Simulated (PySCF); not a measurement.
Several structures and their simulated spectra, in scrambled order.

A. SMILES C(/N=C/COC)(C)=O
B. N-Methyl-4-Piperidinol (SMILES OC1CCN(C)CC1)
C. `C(/N=C\COC)(C)=O`

Spectrum 1. ¹³C{¹H} NMR (computed): δ 179.9 (C), 164.3 (CH), 80.1 (CH2), 60.8 (CH3), 27.5 (CH3).

Spectrum 2. ¹³C{¹H} NMR (computed): δ 182.0 (C), 156.4 (CH), 79.1 (CH2), 63.4 (CH3), 26.6 (CH3).

Spectrum 3. ¹³C{¹H} NMR (computed): δ 73.7 (CH), 57.8 (CH2), 48.3 (CH3), 41.3 (CH2).

How the numbers were obtained: NMR shieldings at PBE0/pcSseg-1/GIAO, GFN2-xTB geometry, in PySCF 2.14 (non-relativistic, single conformer, in vacuum, rapidly exchanging positions averaged).

δ = σ(ref) − σ, references computed at the same level: ¹³C (186.93 ppm) vs TMS. Shifts are as computed. Against solution values, carbons near 30 ppm lie about +3 ppm off and those near 130 ppm about +5 ppm. Of 1211 compounds with measured shifts, 218 miss one by over three times the rms of a fit or turn the order of signals round; such compounds aren't used in these exercises.

Task: Which spectrum belongs to which compound?

Result: 1–A, 2–C, 3–B.

- Spectrum 1 (A): 5 ¹³C signals; δC 179.9 is an amide carbonyl carbon; δC 80.1 is an sp3 CH2 bonded to O.
- Spectrum 2 (C): 5 ¹³C signals; δC 182.0 is an amide carbonyl carbon; δC 79.1 is an sp3 CH2 bonded to O.
- Spectrum 3 (B): 4 ¹³C signals; δC 73.7 is an sp3 CH bonded to O; δC 57.8 is an sp3 CH2 bonded to N.
